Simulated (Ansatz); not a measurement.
Species: KOH, charge 0, triplet. This triplet is an excited state, 3.5 eV above the singlet at CCSD(T)/def2-QZVPP (Ansatz, a first-principles code). KOH (parent SMILES [K][OH], triplet).
B3LYP-D3(BJ)/def2-TZVP minimum from Ansatz:
```
O
H 1 0.9831
K 1 2.9200 2 112.45
```
Charge 0, spin multiplicity 3.

Total energies in def2-QZVPP, 8 correlated electrons, 10 frozen orbitals. Open shells are spin-unrestricted; no spin-orbit coupling. Correlated methods leave the cores frozen (noble-gas shells, and filled d and f shells in the p block). No relativity. The spin of HKO (parent SMILES [OH][K], triplet) was assumed, and the state is the lowest solution found for it.

```json
[
 {"method": "HF", "program": "Ansatz", "energy (Eh)": "-674.59355", "minus CCSDT(Q) (mEh)": "237.58"},
 {"method": "MP2", "program": "Ansatz", "energy (Eh)": "-674.81191", "minus CCSDT(Q) (mEh)": "19.22"},
 {"method": "CCSD", "program": "Ansatz", "energy (Eh)": "-674.82409", "minus CCSDT(Q) (mEh)": "7.05"},
 {"method": "CCSD(T)", "program": "Ansatz", "energy (Eh)": "-674.83056", "minus CCSDT(Q) (mEh)": "0.58"},
 {"method": "CCSDT(Q)", "program": "Ansatz", "energy (Eh)": "-674.83114", "minus CCSDT(Q) (mEh)": "0.00"}
]
```

Rough core times of Ansatz's runs on a shared machine: CCSD(T) 10 min, CCSDT(Q) 90 min.
